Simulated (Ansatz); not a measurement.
A nudged elastic band was laid between two geometries of CHFOSi (5 atoms, charge 0, multiplicity 1).

Computed with Ansatz, RKS PBE/def2-SVP.

```json
{
 "movable images": "5",
 "climbing image": "yes",
 "spring": "5.0 eV/Å²",
 "optimiser": "quadratic models (default)",
 "start path": "IDPP",
 "force threshold": "0.05 eV/Å",
 "iteration limit": "60",
 "end points": "relaxed"
}
```

First end point:

```xyz
5
Properties=species:S:1:pos:R:3
O 0.503 1.416 0.452
C 0.060 0.228 0.222
Si 0.257 -1.326 -0.587
F -0.845 -2.416 -0.002
H 0.024 2.098 -0.085
```

Last end point:

```xyz
5
Properties=species:S:1:pos:R:3
O -0.090 1.472 -0.536
C -0.158 0.248 -0.140
Si 0.571 -1.355 -0.063
F -0.516 -2.446 0.545
H 0.194 2.081 0.193
```

(1) Which bonds break or form, and what moves?

(2) What energy profile does the band end with?

(3) What is the geometry of the highest image?

(4) What are the harmonic wavenumbers there?

The band took 5 iterations and about 60 core-seconds.

Results:

(1) No bond is made or broken. The dihedral H5–O1–C2–Si3 goes from 101 to -101°. The two ends are copies of one structure, up to a mirror image or an exchange of like atoms.

(2) The run converged. The highest image is number 3 of 0 to 6, 18.4 kcal/mol above the ends, which have the same energy within 2 meV. A vibrational analysis at the climbing image gives one clearly imaginary mode, 1098i cm⁻¹: a first-order saddle point.

```json
{"image": "0", "path coordinate (Å)": "0.00", "energy (kcal/mol)": "0.0", "dihedral H5–O1–C2–Si3 (°)": "101"}
{"image": "1", "path coordinate (Å)": "0.25", "energy (kcal/mol)": "2.6", "dihedral H5–O1–C2–Si3 (°)": "134"}
{"image": "2", "path coordinate (Å)": "0.49", "energy (kcal/mol)": "11.0", "dihedral H5–O1–C2–Si3 (°)": "158"}
{"image": "3", "path coordinate (Å)": "0.74", "energy (kcal/mol)": "18.4", "dihedral H5–O1–C2–Si3 (°)": "180"}
{"image": "4", "path coordinate (Å)": "0.98", "energy (kcal/mol)": "11.0", "dihedral H5–O1–C2–Si3 (°)": "-158"}
{"image": "5", "path coordinate (Å)": "1.23", "energy (kcal/mol)": "2.6", "dihedral H5–O1–C2–Si3 (°)": "-134"}
{"image": "6", "path coordinate (Å)": "1.47", "energy (kcal/mol)": "0.0", "dihedral H5–O1–C2–Si3 (°)": "-101"}
```

(3) 
```xyz
5
Properties=species:S:1:pos:R:3
O 0.518 1.461 -0.242
C -0.010 0.272 -0.023
Si 0.415 -1.407 0.050
F -0.776 -2.498 0.391
H -0.148 2.171 -0.176
```

(4) 1098i, 168, 267, 395, 651, 865, 936, 1452, 3721 cm⁻¹.

Time of the run: 63 s on 1 thread of Arm Neoverse N1, with other jobs on the host, peak memory 0.12 GiB.
